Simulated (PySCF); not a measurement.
**SnN⁻ at RHF**

Level: RHF. basis Sn aug-cc-pVDZ-PP with ECP28, N aug-cc-pVDZ; scalar-relativistic core potentials; PySCF 2.14.

| Quantity | Value |
| --- | --- |
| state | ¹Σ⁺ (singlet), closed shell |
| bond length | 1.855 Å |
| harmonic wavenumber | 922 cm⁻¹ |
| force constant | 6.29 mdyn/Å |
| rotational constant Be | 0.3907 cm⁻¹ |
| anharmonicity ωexe | 2.72 cm⁻¹ |
| vibration–rotation constant αe | 0.00180 cm⁻¹ |
| well depth De to Sn⁻ + N | -1.35 eV |
| dissociation energy D0 | -1.41 eV |
| HOMO–LUMO gap | 7.18 eV |
| bond order (Mayer) | 2.27 |
| dipole moment (positive dipole points towards N; it is taken about the centre of mass and depends on that origin) | -5.83 D |

These are scalar-relativistic numbers at best; spin–orbit coupling would shift them, the dissociation energy most. For an ion De counts to the pair picked by the measured ionisation energies or electron affinities, which need not be the lowest pair at this level. Where the molecule has an RHF reference, its open-shell atoms are computed with UHF. Hartree–Fock leaves out correlation, which carries a large part of most bond energies and some tenths to 1 eV of ionisation energies. A negative De means that the minimum lies above the separated atoms at that level.
